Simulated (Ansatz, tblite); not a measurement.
Isomers of Ca2Te2 (singlet), found by a short tight-binding search and relaxed with PBE-D4/def2-SVP in Ansatz.

In the def2 sets Te takes a core potential; there is no spin–orbit coupling. The xTB rows come from tblite. HSE06 is defined as in plane-wave codes, on full-range PBE exchange. Correlated methods freeze 18 core orbitals; core or outer-core shells of Ca, Te are correlated, in sets that lack core-valence functions.

Run but left out: HF/def2-TZVPP (A: restricted singlet, unstable towards broken spin symmetry); BHLYP-D4/def2-TZVP (A: restricted singlet, unstable in another Hartree–Fock run and untested here).

A: The restricted singlet is unstable towards broken spin symmetry in Hartree–Fock (as tested in another run); at PBE-D4/def2-TZVP, r2SCAN-D4/def2-TZVP, PBE0-D4/def2-TZVP, HSE06-D4/def2-TZVP this wasn't settled. At CCSD(T)/def2-TZVPP the restricted singlet (for correlated methods, its reference) is unstable: a solution with broken spin symmetry lies lower.

Other spin states were run for one of them alone.

A:

```xyz
4

Ca    0.1805    1.9593    0.2884
Ca   -1.7622   -0.5718   -0.7221
Te    0.2994   -0.8422    1.5340
Te    1.2824   -0.5454   -1.1004
```

B:

```xyz
4

Ca   -1.622   -0.104    0.585
Ca    1.622    0.104   -0.586
Te    0.495    1.551    1.646
Te   -0.495   -1.551   -1.645
```

Q: Estimate their order by electronic energy at PBE0-D4/def2-TZVP, counted from the lowest.

A: B (0.0) < A (199.2), in kJ/mol.

Q: Do the other levels pick the same lowest one?

A: All that were run do. Energies above each level's lowest (kJ/mol):

```csv
level,A,B
GFN1-xTB,196.7,0.0
GFN2-xTB,153.5,0.0
PBE-D4/def2-TZVP,182.1,0.0
r2SCAN-D4/def2-TZVP,223.4,0.0
PBE0-D4/def2-TZVP,199.2,0.0
HSE06-D4/def2-TZVP,197.0,0.0
MP2/def2-TZVPP,188.9,0.0
CCSD/def2-TZVPP,190.5,0.0
CCSD(T)/def2-TZVPP,177.6,0.0
```
Point groups (tolerance 0.1 Å): A C2v, B D2h. Lower isomers may exist.
